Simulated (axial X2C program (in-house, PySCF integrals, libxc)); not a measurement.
## TeSe⁺: properties at the nuclei

Computed with an axial X2C code built on PySCF integrals: two-component X2C with atomic mean-field Coulomb and Gaunt terms, Gaussian nuclei, basis Te dyall-cv3z, Se dyall-cv3z with contracted cores.

R = 2.286 Å (near the PBE0 minimum at charge 1 of the determinant lowest at the starting distance; the state shown can have its own minimum elsewhere).

Determinant lowest in the PBE0 search, Ω = 1/2 (⟨Sz⟩ = -0.49, ⟨Lz⟩ = 0.99 at PBE0), spin on the atoms Te -0.22, Se -0.27:

```json
{"level": "PBE0", "Eeff magnitude (GV/cm)": "1.33", "Ws magnitude Te (kHz)": "1.14", "A∥/gI Te (MHz)": "2480", "qzz Te (a.u.)": "-0.09", "A∥/gI Se (MHz)": "1410", "qzz Se (a.u.)": "0.54"}
{"level": "HF", "Eeff magnitude (GV/cm)": "2.8", "Ws magnitude Te (kHz)": "1.59", "A∥/gI Te (MHz)": "2170", "qzz Te (a.u.)": "2.57", "A∥/gI Se (MHz)": "813", "qzz Se (a.u.)": "-1.10"}
{"level": "PBE", "Eeff magnitude (GV/cm)": "1.39", "Ws magnitude Te (kHz)": "1.33", "A∥/gI Te (MHz)": "2540", "qzz Te (a.u.)": "0.11", "A∥/gI Se (MHz)": "1440", "qzz Se (a.u.)": "0.60"}
{"level": "B3LYP", "Eeff magnitude (GV/cm)": "1.46", "Ws magnitude Te (kHz)": "1.36", "A∥/gI Te (MHz)": "2450", "qzz Te (a.u.)": "0.06", "A∥/gI Se (MHz)": "1420", "qzz Se (a.u.)": "0.54"}
{"level": "r2SCAN", "Eeff magnitude (GV/cm)": "0.827", "Ws magnitude Te (kHz)": "0.506", "A∥/gI Te (MHz)": "2490", "qzz Te (a.u.)": "0.04", "A∥/gI Se (MHz)": "1370", "qzz Se (a.u.)": "0.60"}
```

Determinant 0.43 eV from it at PBE0 and this distance, Ω = 3/2 (⟨Sz⟩ = 0.50, ⟨Lz⟩ = 1.00 at PBE0), spin on the atoms Te 0.38, Se 0.12:

```csv
level,Eeff magnitude (GV/cm),Ws magnitude Te (kHz),Ws magnitude Se (kHz),A∥/gI Te (MHz),qzz Te (a.u.),A∥/gI Se (MHz),qzz Se (a.u.)
PBE0,0.767,0.455,0.0632,261,-0.59,315,0.49
HF,1.74,0.795,0.0814,-415,-1.64,756,1.53
PBE,0.563,0.351,0.0445,335,-0.31,254,0.48
B3LYP,0.581,0.368,0.0507,370,-0.37,279,0.43
r2SCAN,1.21,0.656,0.0867,293,-0.44,297,0.53
```

Eeff is the effective electric field on the electron electric dipole moment in this Ω state and Ws the scalar–pseudoscalar constant of the nucleus named (defined with the proton number Z and per Ω); A∥ (defined per Ω) follows by multiplying with gI = μI/(I μN); qzz is the electric field gradient, eQq0 = 234.96 MHz × Q/barn × qzz. The operators were transformed with the bare-nucleus X2C matrices; with these basis sets, hyperfine constants and field gradients can be off by tens of per cent, and where levels differ in sign neither size nor sign is settled.

Task: With gI(125Te) = -1.7770, gI(77Se) = 1.0701 (g factors from the IAEA table of nuclear moments by Stone), turn the PBE0 values of the first state into constants in MHz.

Result: A∥(125Te) = 2480 × -1.7770 = -4410 MHz; A∥(77Se) = 1410 × 1.0701 = 1510 MHz.

Each state is one determinant with collinear spin. Unrestricted Hartree–Fock can overshoot spin polarisation at the nuclei. Where Eeff spreads by more than a factor of two the levels disagree and none is to be relied on. The search compared states at one distance, so a state with another bond length can lie lower. Further determinants of the search, some of them spin-mixed, are not shown. Where a field gradient or hyperfine factor spreads by more than a factor of two over the levels, a constant derived from it is not to be relied on. PBE0 term energies can be off by some tenths of an eV.
